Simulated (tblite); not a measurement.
C5H10ClNSi2.
Atom-mapped SMILES: `[CH3:1][NH:2][Si@H:3]1[CH:4]=[CH:5][SiH2:6][CH:7]=[C:8]1[Cl:9]` (hydrogens: H10, H11, H12 on C1; H13 on N2; H14 on Si3; H15 on C4; H16 on C5; H17, H18 on Si6; H19 on C7)

Computed with GFN2-xTB (tblite), gas phase: L-BFGS steps from a force-field or distance-geometry start until the largest atomic force falls under 0.01 eV/Å.

The end geometry, which sets the zero of energy:
```
atom  x, y, z in Å
C1     -3.1033   -0.2286   -0.2235
N2     -1.8706    0.4415   -0.5640
Si3    -0.5041    0.5204    0.4733
C4      0.1276   -1.2207    0.8018
C5      1.3955   -1.5970    0.6522
Si6     2.7832   -0.4758    0.0589
C7      2.0717    1.1066   -0.6592
C8      0.8052    1.4598   -0.5101
Cl9     0.2376    2.9526   -1.2203
H10    -3.7825    0.4112    0.3502
H11    -3.6170   -0.5526   -1.1305
H12    -2.8751   -1.1053    0.3772
H13    -2.0320    1.2274   -1.1775
H14    -0.6933    1.2230    1.7622
H15    -0.5958   -1.9515    1.1499
H16     1.6684   -2.6239    0.8766
H17     3.6723   -0.1501    1.1864
H18     3.5572   -1.1670   -0.9844
H19     2.7451    1.7393   -1.2266
```

Question: These geometries come from the run, each turned onto the end geometry. Order them by energy, lowest first.
A.
```
atom  x, y, z in Å
C1     -2.8181   -0.4867   -0.4729
N2     -1.6960    0.4133   -0.6136
Si3    -0.5489    0.7175    0.6305
C4      0.0898   -0.9481    1.2232
C5      1.2573   -1.4702    0.8586
Si6     2.4860   -0.6390   -0.2983
C7      2.0358    1.1687   -0.5564
C8      0.8518    1.6572   -0.2200
Cl9     0.4778    3.3305   -0.5504
H10    -3.7194    0.0212   -0.1134
H11    -3.0447   -0.9604   -1.4305
H12    -2.5573   -1.2635    0.2415
H13    -1.8823    1.1457   -1.2835
H14    -1.0068    1.5114    1.7937
H15    -0.5490   -1.5078    1.8997
H16     1.5361   -2.4466    1.2410
H17     3.8376   -0.7254    0.2836
H18     2.4714   -1.3198   -1.6068
H19     2.7691    1.8112   -1.0334
```
B.
```
atom  x, y, z in Å
C1     -3.0644   -0.2621   -0.3100
N2     -1.8081    0.3871   -0.6000
Si3    -0.5248    0.5421    0.5330
C4      0.1411   -1.1669    0.9522
C5      1.3902   -1.5676    0.7270
Si6     2.7390   -0.5221   -0.0614
C7      2.0479    1.1321   -0.6197
C8      0.7997    1.5117   -0.4000
Cl9     0.2565    3.0701   -0.9779
H10    -3.7812    0.4124    0.1704
H11    -3.5118   -0.6444   -1.2291
H12    -2.8810   -1.0976    0.3606
H13    -1.9210    1.1322   -1.2722
H14    -0.8391    1.2636    1.7838
H15    -0.5530   -1.8664    1.4081
H16     1.6683   -2.5800    1.0044
H17     3.8199   -0.2796    0.9101
H18     3.2889   -1.2393   -1.2238
H19     2.7232    1.7839   -1.1627
```
C.
```
atom  x, y, z in Å
C1     -2.6773   -0.5969   -0.5651
N2     -1.6138    0.3795   -0.6573
Si3    -0.5686    0.7856    0.6524
C4      0.1044   -0.8154    1.3803
C5      1.2123   -1.4056    0.9377
Si6     2.2993   -0.6970   -0.4268
C7      2.0184    1.1554   -0.5332
C8      0.8802    1.7061   -0.1414
Cl9     0.6334    3.4280   -0.2944
H10    -3.5619   -0.2096   -0.0481
H11    -2.9830   -0.9219   -1.5610
H12    -2.3064   -1.4604   -0.0175
H13    -1.8619    1.1287   -1.2872
H14    -1.1511    1.6295    1.7167
H15    -0.4524   -1.2639    2.1991
H16     1.5301   -2.3376    1.3958
H17     3.7051   -0.9489   -0.0801
H18     1.9699   -1.3043   -1.7230
H19     2.8136    1.7582   -0.9544
```
D.
```
atom  x, y, z in Å
C1     -3.0358   -0.3095   -0.3621
N2     -1.7930    0.3842   -0.6116
Si3    -0.5351    0.5693    0.5459
C4      0.1425   -1.1206    1.0230
C5      1.3816   -1.5404    0.7778
Si6     2.6954   -0.5576   -0.1399
C7      2.0519    1.1474   -0.5917
C8      0.8124    1.5421   -0.3495
Cl9     0.3099    3.1481   -0.8253
H10    -3.8103    0.3568    0.0314
H11    -3.4050   -0.7622   -1.2849
H12    -2.8630   -1.0964    0.3670
H13    -1.9131    1.1217   -1.2910
H14    -0.8852    1.3062    1.7795
H15    -0.5346   -1.7820    1.5555
H16     1.6733   -2.5313    1.1139
H17     3.8853   -0.4122    0.7144
H18     3.0698   -1.2737   -1.3711
H19     2.7431    1.8193   -1.0888
```
E.
```
atom  x, y, z in Å
C1     -2.6833   -0.6318   -0.5167
N2     -1.5943    0.3040   -0.7166
Si3    -0.5682    0.7969    0.5768
C4      0.0786   -0.7932    1.3539
C5      1.1909   -1.3918    0.9342
Si6     2.2786   -0.6913   -0.4370
C7      2.0532    1.1687   -0.4930
C8      0.9030    1.7281   -0.1547
Cl9     0.7418    3.4636   -0.2395
H10    -3.4949   -0.2170    0.0940
H11    -3.0945   -0.9192   -1.4842
H12    -2.3119   -1.5234   -0.0103
H13    -1.8350    1.0119   -1.3964
H14    -1.1650    1.6899    1.5883
H15    -0.4979   -1.2300    2.1670
H16     1.4927   -2.3210    1.4088
H17     3.6785   -0.9703   -0.1231
H18     1.9429   -1.2598   -1.7441
H19     2.8751    1.7953   -0.8148
```

Answer: B (0.004 eV), D (0.008 eV), A (0.020 eV), C (0.038 eV), E (0.065 eV).

In the order of the answer:

| step | E above end (eV) | largest force (eV/Å) | rms force component (eV/Å) | rms distance from end (Å) | rms bond change (Å) | bond most changed (Å) |
| --- | --- | --- | --- | --- | --- | --- |
| 157 | 0.004 | 0.03 | 0.011 | 0.182 | 0.001 | Si3–H14 -0.002 |
| 133 | 0.008 | 0.02 | 0.007 | 0.303 | 0.001 | N2–Si3 +0.002 |
| 103 | 0.020 | 0.09 | 0.023 | 0.596 | 0.002 | Si6–H18 +0.004 |
| 38 | 0.038 | 0.08 | 0.028 | 0.826 | 0.002 | N2–Si3 +0.007 |
| 29 | 0.065 | 0.19 | 0.054 | 0.846 | 0.004 | Si6–H17 -0.011 |

The cost below is that of the whole relaxation. Hardware: an Arm Neoverse V1 with one thread, shared host. Cost: 2.0 s.
